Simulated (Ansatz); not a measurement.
Gas-phase reaction in SMILES: [Cl][Zr]([Cl])[Cl] -> [Cl][Zr]([Cl])[Cl] as singlet, charge +1 + e-
Geometries: B3LYP-D3(BJ)/def2-TZVP minima from Ansatz (an electronic-structure program). [Cl][Zr]([Cl])[Cl]: The spin state was set by rule; other spins were not relaxed. [Cl][Zr]([Cl])[Cl] as singlet, charge +1: The spin state was set by rule; other spins were not relaxed.
Geometry of the first species:
```
Zr
Cl 1 2.3436
Cl 1 2.3436 2 120.00
Cl 1 2.3436 2 120.00 3 180.00
```
Charge 0, spin multiplicity 2.

Wanted: adiabatic ionisation energy (electronic energy difference), in eV. Cores are frozen in the correlated levels unless marked. Open shells are spin-unrestricted. Spin-orbit coupling is left out. The frozen core is the preceding noble-gas configuration, with the filled d and f shells of earlier blocks. In def2 rows, elements after Kr have scalar-relativistic effective core potentials. CBS marks a two-point X^-3 extrapolation of the correlation energy; Hartree-Fock from the larger set.

```
level                                      program  adiabatic ionisation energy (eV)
----------------------------------  --------------  --------------------------------
PBE-D4/def2-TZVPD                   Ansatz + dftd4                              7.54
B3LYP/def2-TZVPD                            Ansatz                              7.90
PBE0-D4/def2-TZVPD                  Ansatz + dftd4                              7.81
LC-wPBE-D4/def2-TZVPD               Ansatz + dftd4                              8.11
B2GP-PLYP-D4/def2-TZVPD             Ansatz + dftd4                              7.82
B2GP-PLYP/def2-TZVPD                        Ansatz                              7.82
CCSD(T)/CBS(def2-TZVPP,def2-QZVPP)          Ansatz                                 …
```

Complete the blanks.


- CCSD(T)/CBS(def2-TZVPP,def2-QZVPP), adiabatic ionisation energy (eV): 7.92
